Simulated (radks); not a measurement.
Values are calculated unless marked as measured or tabulated.
The silicon anion Si4-, 18 electrons, occupied as [Ar].

Level of theory: scalar-relativistic Kohn-Sham, LDA (Slater exchange, Perdew-Wang correlation), spin-polarised, spherical densities, point nucleus; Watson sphere of charge +4 and radius 3.68 bohr (a radial shooting solver on a logarithmic mesh with Libxc functionals).

Energy parts (hartree; the electron-nucleus part includes the sphere):
| part | energy |
|---|---|
| total | -306.56249 |
| kinetic | 289.91731 |
| electron-nucleus | -726.47391 |
| Hartree | 150.55873 |
| exchange-correlation | -20.56461 |

Orbitals (lengths in bohr, moments of r in powers of bohr; r(max) is where P^2 peaks):
orbital,occ.,eigenvalue (hartree),<r^4>,r(max)
1s,2,-65.22306,0.0007294,0.07284
2s,2,-4.97523,0.2831,0.4560
2p,6,-3.38899,0.3046,0.3873
3s,2,-0.38017,89.45,1.899
3p,6,-0.18375,286.3,2.851

The highest occupied level is 3p at -5.000 eV. The density falls to 0.001 e/bohr^3 at r = 5.63 bohr. Summed over all electrons, <r^2> = 94.59 bohr^2, which gives a Langevin (diamagnetic) susceptibility term of -74.9 x 10^-6 cm^3/mol.
